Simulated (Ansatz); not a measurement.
The first iterations of a band of H2O + H5NOSi (11 atoms, charge 0, multiplicity 1).

Theory: Ansatz, RKS PBE/6-31G*.

```yaml
movable_images: 5
climbing_image: yes
spring: 5.0 eV/Å²
optimiser: quadratic models (default)
start_path: straight line
force_threshold: 0.03 eV/Å
iteration_limit: 60
end_points: relaxed
```

Initial state:

```xyz
11
Properties=species:S:1:pos:R:3
Si -0.256 0.295 0.128
N -0.191 0.213 1.854
H -0.436 1.023 2.423
H 0.589 -0.332 2.236
H 0.987 0.667 -0.619
H -1.369 1.249 -0.200
O -0.530 -1.271 -0.477
H -1.355 -1.650 -0.112
O 1.500 -2.241 1.375
H 0.914 -2.151 0.584
H 0.971 -2.807 1.970
```

Final state:

```xyz
11
Properties=species:S:1:pos:R:3
Si 0.909 0.085 -0.255
N -1.247 -1.144 2.090
H -1.722 -2.025 2.315
H -1.623 -0.433 2.727
H 1.570 0.159 -1.599
H 0.898 1.428 0.416
O -0.592 -0.557 -0.523
H -1.049 -0.739 0.363
O 1.835 -0.826 0.834
H 2.100 -1.689 0.460
H -0.255 -1.265 2.334
```

| iteration | highest image above the first end (eV) | largest band force component (eV/Å) |
| --- | --- | --- |
| 1 | 6.407 | 4.326 |
| 2 | 4.694 | 3.733 |
| 3 | 3.236 | 10.328 |
| 4 | 2.554 | 3.179 |
| 5 | 1.535 | 1.072 |
| 6 | 1.229 | 1.424 |
| 7 | 1.148 | 0.543 |
| 8 | 1.146 | 0.523 |
| 9 | 1.117 | 0.640 |
| 10 | 1.097 | 0.301 |
| 11 | 1.071 | 0.192 |
| 12 | 1.043 | 0.202 |
| 13 | 1.008 | 0.385 |
| 14 | 0.987 | 0.203 |
| 15 | 0.964 | 0.162 |

Q: Does the band converge within its limit, and where does its top end?

A: The run converged. It ended after 47 iterations with the highest image 0.725 eV above the first end. The profile has 2 maxima (images 1, 3) with wells between them (image 2): this band takes more than one step, which may be the mechanism or a detour left from its start path. The order of the point at the top wasn't checked. The orbitals stay closed-shell, which can raise the energy where a bond breaks towards radicals; this wasn't checked here.

The run took 8.9 min on 1 thread of Arm Neoverse V2, with other jobs on the host, peak memory 0.12 GiB.
